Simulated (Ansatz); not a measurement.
**Energy profile**

The step: Si₄H₁₀O ([OH][Si]([SiH3])([SiH3])[SiH3]) + SiH₄ → Si₅H₁₂O ([SiH3][O][Si]([SiH3])([SiH3])[SiH3]) + H₂; bonds formed: Si1–O4, H2–H3; bonds broken: Si1–H2, H3–O4 (atoms numbered as in the saddle structure below).

```
20
angstrom
Si -2.4223 -1.2738 -0.3356
H -2.3863 -0.9632 -2.0317
H -1.3228 -0.5038 -1.7443
O -0.8267 -0.4647 -0.7702
Si 0.5234 0.2559 -0.0006
Si 0.3470 2.5821 -0.2141
Si 0.5397 -0.3573 2.2579
Si 2.4546 -0.5355 -1.0621
H -3.6680 -0.4708 -0.2147
H -1.9382 -1.3023 1.1013
H -2.6468 -2.7189 -0.5987
H 0.3545 2.9809 -1.6473
H -0.9102 3.0632 0.4179
H 1.5121 3.2054 0.4695
H -0.5942 0.2447 3.0026
H 1.8149 0.1821 2.8114
H 0.5393 -1.8340 2.4109
H 2.5796 -2.0071 -0.8899
H 2.4183 -0.2168 -2.5149
H 3.6321 0.1339 -0.4470
```

Electronic energies by CCSD(T) at an estimated basis limit (MP2 extrapolated from triple and quadruple zeta, plus CCSD(T) − MP2 in triple zeta), on PBE0-D4/def2-TZVP structures; Si5H14O, closed shell; no counterpoise correction. Program: Ansatz 0.2.0. Basis: def2-TZVPP and def2-QZVPP. Cores are frozen in the correlated methods. Extrapolation: Hartree–Fock as exp(−7.88 √X), correlation as X^−2.97.

Give the profile in kcal/mol, counted from the separated reactants. (An estimate is asked for; the value comes from the calculation.)

The calculation gives:
```
                                                                                                                                                                                     point  kcal/mol
   separated: SiH4 (Si1, H2, H9, H10, H11; singlet) + Si4H10O (linked as [OH][Si]([SiH3])([SiH3])[SiH3]; H3, O4, Si5, Si6, Si7, Si8, H12, H13, H14, H15, H16, H17, H18, H19, H20; singlet)      0.00
                                                                                                                                                                           start structure     -2.70
                                                                                                                                                                                    saddle     35.16
                                                                                                                                                                             end structure    -21.21
separated: Si5H12O (linked as [SiH3][O][Si]([SiH3])([SiH3])[SiH3]; Si1, O4, Si5, Si6, Si7, Si8, H9, H10, H11, H12, H13, H14, H15, H16, H17, H18, H19, H20; singlet) + H2 (H2, H3; singlet)    -20.48
```

The T1 diagnostic stays at or below 0.015.

For scale, one of the runs: CCSD(T)/def2-TZVPP, 437 basis functions, launched by `ansatz run in.yaml --threads 4 --pin off --events-out ev --progress --plain --max-ram 63488MiB --backend cuda --devices 0, --max-vram 37GiB`. Time: 27 s of wall clock on 4 CPU threads of an AMD EPYC 7R13 and a share of one NVIDIA H100; the host was shared. Peak host memory: 1 GiB.
